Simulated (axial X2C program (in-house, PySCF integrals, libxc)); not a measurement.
# What spin–orbit coupling does to CoS⁺

All values were computed with an axial X2C code built on PySCF integrals. Spin-free means the one-electron spin-free X2C Hamiltonian; two-component (2c) means X2C with spin–orbit coupling and atomic mean-field two-electron Coulomb and Gaunt terms, so the difference of the two also holds small scalar two-electron terms. Basis: Co dyall-cv3z [9s10p6d3f2g], S dyall-av3z [9s8p3d2f] (cores contracted in-house); Gaussian nuclei, density fitting, unrestricted open shells. Masses: Co 58.933 u, S 31.972 u.

Spin-free state: M_S = 2, Λ = 2 (beyond evenly filled blocks: σα, π+α, π-α, δ+α, δ+β, δ-α); fragments Co+ + S.

```
  level  Re (Å)  ωe (cm⁻¹)  De (eV)  μ (D)
   PBE0   2.027      456.1    2.934  -3.10
     HF   2.194      425.3      n/a  -6.35
    MP2   2.083      439.1    1.587    n/a
   CCSD   2.050      444.3    2.293    n/a
CCSD(T)   2.032      448.3      n/a    n/a
  B3LYP   2.040      444.2    2.943  -2.90
```

Correlated methods: 14 electrons correlated (number of frozen shells: Co 3 s, 2 p; S 2 s, 1 p), 250 virtual spin orbitals or spinors in MP2, 90 natural virtuals in coupled cluster.

Dipoles are positive if S is the positive end and refer to the centre of mass.

Two-component determinant lowest at the distance of the search:

Ω = 4 (⟨Sz⟩ = 2.00, ⟨Lz⟩ = 2.00 at HF); fragments Co+ + S.

| level | Re (Å) | ωe (cm⁻¹) | μ (D) |
| --- | --- | --- | --- |
| PBE0 | 2.027 | 455.5 | -3.10 |
| HF | 2.195 | 425.3 | -6.35 |
| MP2 | 2.084 | 439.1 | n/a |
| CCSD | 2.051 | 443.7 | n/a |
| CCSD(T) | 2.034 | 447.4 | n/a |
| B3LYP | 2.040 | 443.7 | -2.90 |

**Question.** From the two tables, how do the constants change at the CCSD(T) level (2c against spin-free)?

**Answer.** At the CCSD(T) level Re rises by 0.002 Å and ωe falls by 0.9 cm⁻¹.

The state is one determinant whose occupation by symmetry is held fixed; it was picked as the lowest of a PBE0 search that is not exhaustive. De is counted from the lowest determinant-based energies of the atoms at the same level, without counterpoise correction. De is not given where an atomic determinant may have missed its ground term or J level, or where the truncated virtual space spoils (T). Density functionals use the spin component along the axis (collinear). Coupled cluster ran in a truncated set of natural virtual spinors; the MP2 energy of the rest was added. (T) has no such correction and the atoms are truncated less, which lowers De at CCSD(T) by a hundredth of an eV or more. Other states lie close and PBE0, whose exact exchange favours high spin, may order them wrongly; the determinant shown need not be the ground state. The nearest other spin-free determinant of the search, M_S = 1, Λ = 4, lies 0.78 eV up at the distance of the search. The functionals have no current-density term, which raises determinants with orbital currents, atoms included. With several unpaired electrons one determinant need not be a pure state. Open-shell Ω = 0 determinants with evenly filled partner blocks cannot be reached by this program, so the Ω shown need not be the lowest component. Some points did not converge and are left out. The T1 diagnostic is large, a sign of multireference character. The stretched end of a curve changes character and is left out.
